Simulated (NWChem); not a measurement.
BeGeH$_{4}$; SMILES [BeH][GeH3]

Computed with NWChem. Each level has its own optimisation; frequencies are unscaled.

```
level           r Be–H (Å)  r Be–Ge (Å)  r Ge–H (Å)  highest harmonic frequency (cm⁻¹)  lowest (cm⁻¹)  zero-point energy (kcal/mol)  dipole (D)
--------------  ----------  -----------  ----------  ---------------------------------  -------------  ----------------------------  ----------
B3LYP/3-21G          1.339            ?       1.549                                  ?              ?                          18.6           ?
BLYP/def2-SVP        1.336        2.213       1.562                               2122            340                          18.6        0.48
BP86/def2-TZVP       1.343        2.205       1.552                               2083            273                          18.3        0.49
PBE0/def2-SVP        1.340        2.210       1.546                               2142            350                          19.2        0.48
```

**Question.** Complete the blanks.

**Answer.** 
- B3LYP/3-21G, r Be–Ge (Å): 2.176
- B3LYP/3-21G, highest harmonic frequency (cm⁻¹): 2160
- B3LYP/3-21G, lowest (cm⁻¹): 345
- B3LYP/3-21G, dipole (D): 0.43
